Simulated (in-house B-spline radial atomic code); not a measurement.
Computed with a B-spline radial atomic code. Model: two electrons, singlet ground state, non-relativistic, full CI in B-splines with partial waves to l = 8 (at full coupling up to 3e-4 hartree above the limit, correlation up to 0.6 % small), density held at that of full coupling by Lieb maximisation.

W(λ) is the mean repulsion in the state of coupling λ less the Hartree energy of the fixed density. Its start is exact exchange, its initial slope is twice the second-order Görling-Levy correlation energy, and its area from 0 to 1 is E_xc. A straight curve means weak, dynamic correlation, and a curve that drops fast and flattens means strong correlation.

Command:
```bash
python run_ac.py task.json out
```
Settings (lengths in bohr, energies in hartree):
```
potential              ball
strength               1
lmax                   8
wall_radius            1.65
```

Run time, properties included: 5.9 s on 1 thread of Intel(R) Xeon(R) Processor @ 2.30GHz, on a shared host.

**W = mean repulsion less Hartree energy, and W of three functionals.**

Given: confinement empty hard sphere; hard wall radius 1.65 bohr; external potential zero inside.

Computed: PBE exchange minus exact 43.619 millihartree; SCAN exchange minus exact -11.823 millihartree.

```csv
coupling,W xc (hartree),W xc minus exchange (millihartree),kinetic minus Kohn-Sham (millihartree),LDA (PW92) W minus its exchange (millihartree),PBE W minus its exchange (millihartree),SCAN W minus its exchange (millihartree)
0,-1.0552,0,0,0,0,0
0.02,-1.0574,-2.245,0.02,-12.22,-4.13,-1.95
0.05,-1.0607,-5.572,0.14,-25.08,-9.94,-4.82
0.12,-1.0683,-13.149,0.78,-48.14,-22.28,-11.29
0.25,-1.0817,-26.557,3.25,-80.46,-42.23,-22.68
0.4,-1.0962,-41.025,7.94,-109.7,-62.13,-34.97
0.6,-1.114,-58.785,16.79,-141.38,-85.15,-50.18
0.8,-1.1301,-74.97,28.1,-167.82,-105.27,-64.24
1,-1.1449,-89.75,41.38,-190.65,-123.21,-77.28
1.4,-1.1709,-115.69,72.35,-228.81,-154.17,-100.8
2,-1.2025,-147.34,125.78,-273.7,-191.89,-130.87
3,-1.2417,-186.51,222.55,-328.96,-239.82,-170.76
4.5,?,?,?,?,?,?
7,?,?,?,?,?,?
10,-1.3494,-294.24,830.94,-497.43,-392.77,-298.42
```

Problem. What belongs in the row 4.5?

Solution. W xc (hartree): -1.2811; W xc minus exchange (millihartree): -225.97; kinetic minus Kohn-Sham (millihartree): 368.36; LDA (PW92) W minus its exchange (millihartree): -386.56; PBE W minus its exchange (millihartree): -291.16; SCAN W minus its exchange (millihartree): -214.55.

Problem. What belongs in the row 7?

Solution. W xc (hartree): -1.321; W xc minus exchange (millihartree): -265.85; kinetic minus Kohn-Sham (millihartree): 593.03; LDA (PW92) W minus its exchange (millihartree): -449.04; PBE W minus its exchange (millihartree): -348.05; SCAN W minus its exchange (millihartree): -262.64.

Problem. What is the LDA exchange minus exact?

Solution. 139.88 millihartree.

**Energy parts, natural occupations and partial-wave weights.**

Computed: total energy 4.6457 hartree; correlation energy -0.048372 hartree; kinetic part of the DFT correlation energy 0.041379 hartree; initial slope twice GL2 -0.1128 hartree; kinetic part over minus potential part 0.46104; Kohn-Sham kinetic 3.6389 hartree; Lieb Oxford ratio E_xc over LDA exchange 1.2057.

| natural | occupation of the shell (electrons) |
| --- | --- |
| s | 1.9813 |
| p | 0.017457 |
| d | 0.00064421 |
| s | 0.0003817 |
| f | ? |
| p | 6.7749e-05 |

Problem. What belongs in the row f?

Solution. occupation of the shell (electrons): 8.2428e-05.

```tsv
wave	weight
s	0.99085
p	0.0087637
d	0.00033063
f	?
g	9.8679e-06
```

Problem. What belongs in the row f?

Solution. weight: 4.3869e-05.

Problem. What is the Hartree energy?

Solution. 2.1104 hartree.

Problem. What is the exchange energy?

Solution. -1.0552 hartree.

Half-way to full coupling W has made 56 % of its drop, against 50 % for a straight line, and second-order (GL2) theory, half the initial slope, overshoots the correlation energy by about 17 %: a moderate bend, as in light atoms. Over couplings 0 to 1 the errors in E_xc come to about +70 millihartree for LDA, +22 millihartree for PBE, -4.9 millihartree for SCAN, so SCAN is nearest. In LDA and PBE and SCAN the errors of exchange and correlation have opposite signs, so the sum is smaller than the larger of the two.
